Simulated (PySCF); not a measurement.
CH7NOSi, SMILES C[SiH](N)O. Atoms are numbered in the order given.

```xyz
11

Si     0.0481     0.1007    -0.3565
C      1.3869    -1.0050     0.3699
N     -1.4716    -0.6914    -0.0305
O      0.0135     1.6509     0.3051
H      0.3452     0.3854    -1.8032
H      1.4657    -1.9605    -0.1896
H      1.1824    -1.2463     1.4335
H      2.3737    -0.5026     0.3165
H     -2.3244    -0.3761    -0.4997
H     -1.4844    -1.7080     0.0809
H     -0.3590     1.6614     1.2051
```
Charge 0, spin multiplicity 1.

Coordinates come from a PBE-D3(BJ)/def2-SVP optimisation. The structure was generated by enumeration, and PubChem lists no compound with its InChIKey, so it may never have been made. One conformer was computed; it need not be the lowest.

Calculation: KT2/pcSseg-1 run with PySCF.

GIAO shieldings, no solvent; atoms listed in one row are averaged. δ = σ(ref) − σ: ²⁹Si against TMS (σ = 361.9 ppm); ¹³C against TMS (σ = 185.1 ppm); ¹⁵N against NH3 (σ = 266.2 ppm); ¹⁷O against H2O (σ = 330.4 ppm); ¹H against TMS (σ = 31.47 ppm), references at their B3LYP-D3(BJ)/def2-TZVP geometries, non-relativistic.

```csv
nucleus,atoms,count,δ (ppm)
²⁹Si,Si1,1,-6.2
¹³C,C2,1,3.8
¹⁵N,N3,1,38.5
¹⁷O,O4,1,67.2
¹H,H5,1,5.62
¹H,H11,1,1.35
¹H,H9,1,1.20
¹H,H10,1,1.02
¹H,"H6, H7, H8",3,0.58
```
